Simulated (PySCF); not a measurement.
SiFClBr2, SMILES F[Si](Cl)(Br)Br.

Geometry optimised at B3LYP-D3(BJ)/def2-SVP.

Method: PySCF with TDDFT-B3LYP/def2-SVPD.

Vertical excitations. Isolated molecule, no solvent. State labels are in the subgroup Cs.

Estimate the UV-visible absorptions. (Estimate from the structure and the level; the computed values follow.)


```tsv
state	symmetry	energy (eV)	λ (nm)	f	main pairs
S1	A"	5.89	210	0.010	HOMO→LUMO 98 %
S2	A"	6.09	204	0.011	HOMO−1→LUMO 98 %
S3	A'	6.35	195	0.023	HOMO−2→LUMO 98 %
S4	A'	6.66	186	0.019	HOMO−3→LUMO 97 %
S5	A"	7.20	172	0.062	HOMO−4→LUMO 92 %
S6	A'	7.33	169	0.010	HOMO−5→LUMO 98 %
S7	A"	7.47	166	0.001	HOMO→LUMO+1 92 %
S8	A"	7.74	160	0.001	HOMO−1→LUMO+1 63 %, HOMO→LUMO+3 31 %
S9	A'	7.79	159	0.017	HOMO→LUMO+2 83 %
S10	A'	7.96	156	0.016	HOMO−1→LUMO+2 61 %, HOMO−2→LUMO+1 26 %
T1	A"	5.49	226	0	HOMO→LUMO 97 %
T2	A"	5.70	218	0	HOMO−1→LUMO 96 %
T3	A'	5.91	210	0	HOMO−2→LUMO 95 %
T4	A'	6.22	199	0	HOMO−3→LUMO 93 %
```
Triplets are in the Tamm–Dancoff approximation, which puts them higher than full response would, so one can lie above its singlet here.
